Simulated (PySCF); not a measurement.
Isomers of C4H10Ge, mass 131.999 u with the commonest isotopes. Method: PySCF 2.14.0, PBE0-D3(BJ)/def2-SVP geometry optimisation, gas phase. One conformer each, none proved a minimum here; rigid rotors.

Question: Order these by rotational constant B, smallest first.
A. `[CH2:1]=[CH:2][GeH2:3][CH2:4][CH3:5]` with C1–C2–Ge3–C4 114°, C2–Ge3–C4–C5 178°
B. `[CH2:1]1[CH2:2][CH2:3][GeH2:4][CH2:5]1` with C5–C1–C2–C3 53°, C1–C2–C3–Ge4 -38°, C2–C3–Ge4–C5 13°, C3–Ge4–C5–C1 13°
C. `[CH3:1][CH2:2]/[CH:3]=[CH:4]/[GeH3:5]` with C1–C2–C3–C4 -122°
D. `[GeH3][C@@H]1[C@H](C)C1`
E. `[GeH3:1][CH:2]1[CH2:3][CH2:4][CH2:5]1` with Ge1–C2–C3–C4 99°, C2–C3–C4–C5 17°, C3–C4–C5–C2 -17°, Ge1–C2–C5–C4 -99°
F. `[CH2:1]=[C:2]([GeH3:3])[CH2:4][CH3:5]` with C1–C2–C4–C5 121°

Answer: C (933.2 MHz), A (1586 MHz), E (1770 MHz), D (1847 MHz), F (2045 MHz), B (2828 MHz).

Question: Order these by rotational constant C, largest first.
A. `C[C@@H]1C[C@@H]1[GeH3]`
B. `[GeH3:1][CH:2]1[CH2:3][CH2:4][CH2:5]1` with Ge1–C2–C3–C4 99°, C2–C3–C4–C5 17°, C3–C4–C5–C2 -17°, Ge1–C2–C5–C4 -99°
C. `[CH2:1]=[C:2]([GeH3:3])[CH2:4][CH3:5]` with C1–C2–C4–C5 121°
D. `[CH3:1][CH2:2]/[CH:3]=[CH:4]/[GeH3:5]` with C1–C2–C3–C4 -122°
E. `[CH2:1]=[CH:2][GeH2:3][CH2:4][CH3:5]` with C1–C2–Ge3–C4 114°, C2–Ge3–C4–C5 178°
F. `[CH3:1][C@@H:2]1[CH2:3][CH2:4][GeH2:5]1` with C1–C2–C3–C4 -151°, C2–C3–C4–Ge5 23°, C3–C4–Ge5–C2 -18°, C1–C2–Ge5–C4 140°
G. `[CH2:1]1[CH2:2][CH2:3][GeH2:4][CH2:5]1` with C5–C1–C2–C3 53°, C1–C2–C3–Ge4 -38°, C2–C3–Ge4–C5 13°, C3–Ge4–C5–C1 13°

Answer: G (2035 MHz), F (1911 MHz), B (1669 MHz), A (1576 MHz), C (1508 MHz), E (1473 MHz), D (914.6 MHz).

Question: Order these by radius of gyration √(Σ m r²/M), largest first.
A. `[CH2:1]=[C:2]([GeH3:3])[CH2:4][CH3:5]` with C1–C2–C4–C5 121°
B. `[GeH3:1][CH:2]1[CH2:3][CH2:4][CH2:5]1` with Ge1–C2–C3–C4 99°, C2–C3–C4–C5 17°, C3–C4–C5–C2 -17°, Ge1–C2–C5–C4 -99°
C. `[CH2:1]1[CH2:2][CH2:3][GeH2:4][CH2:5]1` with C5–C1–C2–C3 53°, C1–C2–C3–Ge4 -38°, C2–C3–Ge4–C5 13°, C3–Ge4–C5–C1 13°
D. `[CH3:1][CH2:2]/[CH:3]=[CH:4]/[GeH3:5]` with C1–C2–C3–C4 -122°
E. `[CH3:1][C@@H:2]1[CH2:3][CH2:4][GeH2:5]1` with C1–C2–C3–C4 -151°, C2–C3–C4–Ge5 23°, C3–C4–Ge5–C2 -18°, C1–C2–Ge5–C4 140°
F. `[CH2:1]=[CH:2][GeH2:3][CH2:4][CH3:5]` with C1–C2–Ge3–C4 114°, C2–Ge3–C4–C5 178°
G. `C[C@@H]1C[C@@H]1[GeH3]`

Answer: D (2.069 Å), F (1.649 Å), A (1.626 Å), G (1.604 Å), B (1.578 Å), E (1.449 Å), C (1.406 Å).

| SMILES | point group | Ia (u·Å²) | Ib (u·Å²) | Ic (u·Å²) | κ | μa (D) | μb (D) | μc (D) |
| --- | --- | --- | --- | --- | --- | --- | --- | --- |
| C=[CH][GeH2][CH2]C | C1 | 56.23 | 318.69 | 343.20 | -0.97 | 0.10 | 0.73 | 0.10 |
| [GeH3][CH]1CCC1 | Cs | 68.83 | 285.57 | 302.87 | -0.96 | 0.83 | 0.00 | 0.33 |
| CC/C=[CH]/[GeH3] | C1 | 35.80 | 541.54 | 552.57 | -1.00 | 1.18 | 0.14 | 0.04 |
| C=[C]([GeH3])CC | C1 | 116.02 | 247.07 | 335.08 | -0.62 | 0.74 | 0.06 | 0.07 |
| C1C[CH2][GeH2][CH2]1 | C2 | 94.80 | 178.67 | 248.35 | -0.52 | 0.65 | 0.00 | 0.00 |
| C[C@@H]1C[CH2][GeH2]1 | C1 | 107.91 | 182.09 | 264.52 | -0.38 | 0.30 | 0.19 | 0.19 |
| C[C@@H]1C[C@@H]1[GeH3] | C1 | 85.05 | 273.59 | 320.66 | -0.88 | 0.86 | 0.19 | 0.21 |
